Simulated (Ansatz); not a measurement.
Several settings on one geometry of Be2S2 (that of the charge 0 singlet, PBE-D4/def2-TZVP). Ansatz on 2 threads of Arm Neoverse V2 on a shared host; times are rough.

Cartesian coordinates in Å:
```
Be -0.787 0.151 0.552
Be 0.787 -0.151 -0.552
S 0.727 -0.823 1.261
S -0.727 0.823 -1.261
```

Totals from different functionals, basis sets or treatments of relativity can't be compared as stabilities.

The 6-31G sets use Cartesian d functions. HSE06 is defined as in plane-wave codes, on full-range PBE exchange. Correlated methods freeze 10 core orbitals.

The spins typed aren't always the lowest for that charge.

(1) Give the basis size and estimate the energy, ⟨S²⟩ and time of these runs.

| run | method | charge | state | further keys |
| --- | --- | --- | --- | --- |
| 1 | RKS HSE06, rpa/6-31++G** | 0 | singlet | pseudopotentials: {relativity: none} |
| 2 | RHF, bccd_t/def2-TZVP | 0 | singlet | final_grid: {core_spheres: 8, valence_spheres: 7, degree: 23}; scf: {omitted_lower_state_checks: [starts]} |
| 3 | ROKS B3LYP5/6-31++G** | 1 | doublet | scf: {omitted_lower_state_checks: [starts]} |

Answers

(1) 
| run | functions | energy (Eh) | ⟨S²⟩ | wall time |
| --- | --- | --- | --- | --- |
| 1 | 84 | -824.9264 | – | 1.6 s |
| 2 | 112 | -825.0053 | – | 2.4 s |
| 3 | 84 | -825.5358 | – | 1.6 s |
